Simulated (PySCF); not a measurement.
# WN(OH)₂, doublet: computed properties

Computed with UPBE0 in PySCF with W def2-TZVP with ECP60, N def2-TZVP, O def2-TZVP, H def2-TZVP; scalar-relativistic core potentials, no spin–orbit coupling; density-fitted integrals.

The structure is a saddle point with 1 imaginary mode.

```xyz
6
charge 0 multiplicity 2, angstrom
W    -0.0097    0.0015    0.0000
N     1.6534    0.0004    0.0000
O    -0.6577    1.7829    0.0000
O    -0.5926   -1.8149    0.0000
H    -0.0968    2.5619    0.0000
H    -1.4942   -2.1418    0.0000
```

* Point group: Cs
* Bond lengths: O–H 0.959 Å (×2), W–N 1.663 Å, W–O 1.896 Å, W–O 1.908 Å
* Bond angles: H–O–W 124.3°, H–O–W 127.7°, N–W–O 107.8°, N–W–O 110.0°, O–W–O 142.2°
* Zero-point energy (real modes): 78.3 kJ/mol
* Spin squared ⟨S²⟩: 0.762
* Principal quadrupole moments (Buckingham, traceless) about the centre of mass: -10.91, 0.86, 10.05 D Å
* Dipole moment: 3.94 D
* Lowest empty level (β): -3.06 eV
* Principal polarisabilities: 44.4, 52.4, 57.6 bohr³
* Atomisation energy without zero-point energy: 2396 kJ/mol
* Highest occupied level (α): -6.95 eV
* Rotational constants: 0.3177, 0.1468, 0.1004 cm⁻¹

Harmonic modes (masses in u: W 183.951, N 14.003, O 15.995, H 1.008):
```json
{"symmetry": "a''", "ω (cm⁻¹)": "57i", "IR (km/mol)": "–", "μ (u)": "6.17"}
{"symmetry": "a'", "ω (cm⁻¹)": "186", "IR (km/mol)": "9.2", "μ (u)": "5.21"}
{"symmetry": "a'", "ω (cm⁻¹)": "313", "IR (km/mol)": "7.9", "μ (u)": "7.46"}
{"symmetry": "a'", "ω (cm⁻¹)": "510", "IR (km/mol)": "146", "μ (u)": "1.20"}
{"symmetry": "a''", "ω (cm⁻¹)": "527", "IR (km/mol)": "90.9", "μ (u)": "1.14"}
{"symmetry": "a''", "ω (cm⁻¹)": "576", "IR (km/mol)": "102", "μ (u)": "1.16"}
{"symmetry": "a'", "ω (cm⁻¹)": "613", "IR (km/mol)": "183", "μ (u)": "1.33"}
{"symmetry": "a'", "ω (cm⁻¹)": "702", "IR (km/mol)": "79.2", "μ (u)": "6.28"}
{"symmetry": "a'", "ω (cm⁻¹)": "717", "IR (km/mol)": "90.7", "μ (u)": "5.83"}
{"symmetry": "a'", "ω (cm⁻¹)": "1146", "IR (km/mol)": "74.9", "μ (u)": "14.88"}
{"symmetry": "a'", "ω (cm⁻¹)": "3898", "IR (km/mol)": "200", "μ (u)": "1.07"}
{"symmetry": "a'", "ω (cm⁻¹)": "3910", "IR (km/mol)": "137", "μ (u)": "1.07"}
```

Charges (e):
```json
{"atom": "W1", "Mulliken": "1.01", "Löwdin": "0.65", "polar tensor": "1.52", "spin (Mulliken)": "1.20", "Mayer order to W1": "–"}
{"atom": "N2", "Mulliken": "-0.42", "Löwdin": "-0.34", "polar tensor": "-0.61", "spin (Mulliken)": "-0.13", "Mayer order to W1": "2.90"}
{"atom": "O3", "Mulliken": "-0.64", "Löwdin": "-0.32", "polar tensor": "-0.76", "spin (Mulliken)": "-0.03", "Mayer order to W1": "1.12"}
{"atom": "O4", "Mulliken": "-0.64", "Löwdin": "-0.32", "polar tensor": "-0.78", "spin (Mulliken)": "-0.04", "Mayer order to W1": "1.06"}
{"atom": "H5", "Mulliken": "0.36", "Löwdin": "0.17", "polar tensor": "0.32", "spin (Mulliken)": "0.00", "Mayer order to W1": "0.01"}
{"atom": "H6", "Mulliken": "0.34", "Löwdin": "0.16", "polar tensor": "0.32", "spin (Mulliken)": "0.00", "Mayer order to W1": "0.02"}
```
Other Mayer orders above 0.3: O–H 0.87 (×2).

Mulliken populations on W1 (electrons outside its core potential): s 2.62, p 6.34, d 3.92, f 0.12.

Other isomers or separated fragments may lie lower. Other spin states or occupations of the open shell can lie lower. At this level a doublet minimum of Cs symmetry lies 20 kJ/mol below this structure. Spin–orbit coupling, left out here, can matter for elements this heavy.

The final relaxation and frequency run took 110 s on 4 threads of a shared AMD EPYC 9R45 96-Core (Zen 5) host, with 145 basis functions and 32 gradients; the process peaked at 1.9 GiB.
